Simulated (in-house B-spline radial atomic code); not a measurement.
## Zr⁴⁺: [Ne] 3s2 3p5 3d10 4s2 4p6 5d1 (an excited or competing configuration)

Computed with a B-spline radial code for spherical atoms: Dirac-Hartree-Fock, average of configuration, Fermi nucleus of rms radius 4.2694 fm.

Screening seen three ways: the hydrogenic charge with the same mean radius, Z_r = [3n² - l(l+1)]/(2<r>), the one with the same energy, Z_e = n√(-2ε), and Slater's rules. Values are occupation-weighted means over j. An effective charge above Z reflects the relativistic contraction of the inner shells.

```csv
shell,electrons,ε (eV),<r> (bohr),Z_r,Z_e,Slater
1s,2,-18194,0.03705,40.49,36.57,39.70
2s,2,-2660,0.1618,37.08,27.96,35.85
2p,6,-2375.6,0.1417,35.29,26.43,35.85
3s,2,-521.8,0.452,29.87,18.58,29.10
3p,5,-429.75,0.4585,27.26,16.86,29.10
3d,10,-271.65,0.4423,23.74,13.40,19.85
4s,2,-122.77,1.153,20.81,12.02,13.10
4p,6,-92.901,1.254,18.35,10.45,13.10
5d,1,-23.73,3.822,9.03,6.60,5.00
```

The least bound orbital is 5d5/2 at -23.71 eV, and it is also the most diffuse (<r> = 3.826 bohr). The part-filled 3p shell lies below the filled 4p shell in orbital energy.

Spin-orbit splittings of the orbital energies (j = l + 1/2 above j = l - 1/2 when positive): 2p 86.57 eV, 3p 14.53 eV, 3d 2.644 eV, 4p 2.273 eV, 5d 0.062 eV.

For the 1s electron the small component carries 2.12 % of the norm, the zero-frequency Breit interaction raises the level by 33 eV, self-energy by 17.92 eV, and vacuum polarisation lowers it by 2 eV.
